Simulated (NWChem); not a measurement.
Program: NWChem. System: iodoethane (C2H5I), charge 0, spin multiplicity 1, at a geometry optimised with B3LYP/def2-SVP with def2 effective core potentials on I. Level: G0W0@PBE0/def2-SVPD with def2 effective core potentials on I, RI basis def2-svpd-rifit, no spin-orbit coupling.

Part of the output:

```
             Northwest Computational Chemistry Package (NWChem) 7.3.0
             --------------------------------------------------------

                                NWChem Input Module
                                -------------------

 Scaling coordinates for geometry "geometry" by  1.889725989
 (inverse scale =  0.529177249)

 Turning off AUTOSYM since
 SYMMETRY directive was detected!

                             Geometry "geometry" -> ""
                             -------------------------

 Output coordinates in angstroms (scale by  1.889725989 to convert to a.u.)

  No.       Tag          Charge          X              Y              Z
 ---- ---------------- ---------- -------------- -------------- --------------
    1 C                    6.0000     2.44990300     0.38884800     0.00000000
    2 C                    6.0000     1.12105700     1.11735200     0.00000000
    3 I                   53.0000    -0.59961300    -0.24808900     0.00000000
    4 H                    1.0000     2.56830500    -0.24537500     0.89136700
    5 H                    1.0000     3.26870100     1.13059700     0.00000000
    6 H                    1.0000     2.56830500    -0.24537500    -0.89136700
    7 H                    1.0000     0.97420400     1.73584000     0.89423600
    8 H                    1.0000     0.97420400     1.73584000    -0.89423600

 Effective nuclear repulsion energy (a.u.)     212.0428958484

            Nuclear Dipole moment (a.u.)
            ----------------------------
        X                 Y               Z
 ---------------- ---------------- ----------------
    -0.0000188973     0.0000188973     0.0000000000

      Symmetry information
      --------------------

 Group name             Cs
 Group number              2
 Group order               2
 No. of unique centers     6

      Symmetry unique atoms

     1    2    3    4    5    7


 Summary of "ao basis" -> "" (spherical)
 ------------------------------------------------------------------------------
       Tag                 Description            Shells   Functions and Types
 ---------------- ------------------------------  ------  ---------------------
 *                         def2-svpd                  on all atoms

 Summary of "ri basis" -> "" (spherical)
 ------------------------------------------------------------------------------
       Tag                 Description            Shells   Functions and Types
[...]
     4      1.645280  1 C  s                 24     -1.225483  2 C  s
     3      0.909493  1 C  s                 77     -0.706628  4 H  s
    93     -0.706628  6 H  s                 58      0.673069  3 I  px
    85     -0.644618  5 H  s                 59     -0.606536  3 I  py
   101      0.584119  7 H  s                109      0.584119  8 H  s

 center of mass
 --------------
 x =  -0.27635688 y =  -0.11227015 z =   0.00000000

 moments of inertia (a.u.)
 ------------------
         124.103759406323        -178.011881847409           0.000000000000
        -178.011881847409         566.319683803279           0.000000000000
           0.000000000000           0.000000000000         667.473388274140

     Multipole analysis of the density
     ---------------------------------

     L   x y z        total         alpha         beta         nuclear
     -   - - -        -----         -----         ----         -------
     0   0 0 0      0.000000    -21.000000    -21.000000     42.000000

     1   1 0 0      0.704103    -15.511399    -15.511399     31.726901
     1   0 1 0      0.450506     -6.338239     -6.338239     13.126985
     1   0 0 1     -0.000000     -0.000000     -0.000000      0.000000

     2   2 0 0    -28.393534   -154.032662   -154.032662    279.671791
     2   1 1 0      1.848334    -39.728433    -39.728433     81.305200
     2   1 0 1     -0.000000     -0.000000     -0.000000      0.000000
     2   0 2 0    -29.312832    -45.656328    -45.656328     61.999825
     2   0 1 1      0.000000      0.000000      0.000000      0.000000
     2   0 0 2    -30.747207    -21.066570    -21.066570     11.385933

 Task  times  cpu:       14.4s     wall:       14.4s

                                NWChem Input Module
                                -------------------

                                 NWChem GW Module
                                 ----------------

                             ***********************
                             ***        GW       ***
                             ***********************

 Summary of "ri basis" -> "ri basis" (spherical)
 ------------------------------------------------------------------------------
       Tag                 Description            Shells   Functions and Types
 ---------------- ------------------------------  ------  ---------------------
 C                      def2-svpd-rifit             20       64   7s6p5d2f
 I                      def2-svpd-rifit             34      130   10s9p8d5f2g
 H                      def2-svpd-rifit              9       23   4s3p2d

                 Memory Information
                 ------------------
          Available GA per process is          1699.9 MBs
          Available stack per process is        700.0 MBs
          Available heap per process is           0.0 MBs

          Peak memory in Initialization
              Peak GA per process is                  8.6 MBs
              Peak stack per process is               0.1 MBs
              Peak heap per process is                9.0 MBs
              Memory not in MA per process            0.0 MBs

          Peak memory in AFF Calculation
              Peak GA per process is                 42.8 MBs
              Peak stack per process is              29.7 MBs
              Peak heap per process is                0.0 MBs
              Memory not in MA per process           29.7 MBs

          Computing 2-center integrals
          Computing Inverse Cholesky factor
          Computing 3-center integrals
          Computing V_xc ...

          Computing Sigma_x
          Computing RPA polarizability
          Solving quasiparticle equations

                  Alpha Orbitals
          State     Energy (eV)     Error (eV)
          -----------------------------------
@GW        18        -12.874           0.002
@GW        19        -11.007           0.004
@GW        20         -8.821           0.003
@GW        21         -8.811           0.003
@GW        22          1.228           0.005
@GW        23          2.043           0.003

   Applying  -1.6002 eV scissor-shift to rest of particle states

   Applying   2.2511 eV scissor-shift to rest of hole states

     GW Timing Statistics
   ------------------------
   Init.   :          0.1s
     ERIs  :          1.6s
     Distr.:          0.0s
     Vxc   :          2.0s
   Sigma_x :          0.0s
   RPA     :          2.1s
   Wmn     :          0.1s
   Sigma_c :          0.0s
   GW total:          6.0s

 Task  times  cpu:        6.0s     wall:        6.0s

 Total times  cpu:       20.5s     wall:       20.5s
```

Question: Write an NWChem input that would produce this output.

Answer: This is not unique; one that fits is 
```
start mol
memory heap 200 mb stack 700 mb global 1700 mb
geometry units angstroms nocenter noautoz
  C      2.449903     0.388848     0.000000
  C      1.121057     1.117352     0.000000
  I     -0.599613    -0.248089     0.000000
  H      2.568305    -0.245375     0.891367
  H      3.268701     1.130597     0.000000
  H      2.568305    -0.245375    -0.891367
  H      0.974204     1.735840     0.894236
  H      0.974204     1.735840    -0.894236
  symmetry group Cs
end
basis spherical
  * library def2-svpd
end
ecp
  I library def2-ecp
end
basis "ri basis" bse spherical
  * library def2-svpd-rifit
end
dft
  xc pbe0
  iterations 100
  direct
  tolerances tight
end
task dft energy
gw
  states alpha occ 4 vir 2
end
task dft gw
```
